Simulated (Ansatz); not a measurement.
This geometry of BCl3 + H2S (7 atoms, charge 0, multiplicity 1) is a first-order saddle point.

Method: RKS PBE-D4/def2-SVP in Ansatz 0.2.0.

```xyz
7
Properties=species:S:1:pos:R:3
B 0.066 -0.409 -0.105
Cl -0.168 0.107 2.021
Cl 1.588 0.344 -0.636
Cl -1.460 0.007 -0.922
S 0.324 -2.312 0.312
H -1.001 -2.636 0.317
H 0.133 -1.350 1.716
```

(1) Which two structures does it join? (They come from a converged band through this point; their orientation in space is the band's.)

(2) How far does it lie above each of them?

## Answers

(1) Bonds broken: B1–Cl2, S5–H7. Bonds formed: B1–S5, Cl2–H7. BCl3 + H2S becomes BCl2HS + ClH.

First end point:

```xyz
7
Properties=species:S:1:pos:R:3
B 0.047 0.378 -0.008
Cl -0.058 0.729 1.715
Cl 1.585 0.494 -0.835
Cl -1.432 0.102 -0.921
S 0.323 -2.853 0.662
H -0.972 -2.822 0.242
H -0.011 -2.278 1.848
```

Last end point:

```xyz
7
Properties=species:S:1:pos:R:3
B 0.113 -0.649 -0.615
Cl -0.163 0.043 2.896
Cl 1.574 0.292 -0.851
Cl -1.454 -0.014 -1.085
S 0.311 -2.305 0.110
H -1.014 -2.625 0.107
H 0.114 -0.990 2.141
```

(2) 0.64 eV above the first and 0.57 eV above the second. This is the barrier of this one path; another mechanism may lie lower. The orbitals stay closed-shell, which can raise the energy where a bond breaks towards radicals; this wasn't checked here.

Run time: 3.7 min on 2 threads of Intel(R) Xeon(R) Platinum 8259CL CPU @ 2.50GHz (Skylake/Cascade Lake) (shared host), peak memory 0.17 GiB.
